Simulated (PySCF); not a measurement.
Vertical excitations of a molecule CH5ClFNOSi from TDDFT-PBE/def2-SVPD (PySCF 2.14.0), as energy in eV (oscillator strength): 6.29 (0.024), 6.57 (0.006), 7.08 (0.011), 7.29 (0.012), 7.30 (0.001), 7.49 (0.036), 7.64 (0.004), 7.67 (0.018), 7.68 (0.023), 7.74 (0.044). Lowest triplet (TDA): 6.00 eV. Geometry optimised at B3LYP-D3(BJ)/def2-SVP. The values are those of a single conformer.

### Question
Which molecule gave these data?
A) N[Si@](O)(Cl)CF
B) CN[Si@@](O)(F)Cl
C) CO[Si](N)(F)Cl
D) NC[Si@@](O)(F)Cl

### Answer
C, CO[Si](N)(F)Cl
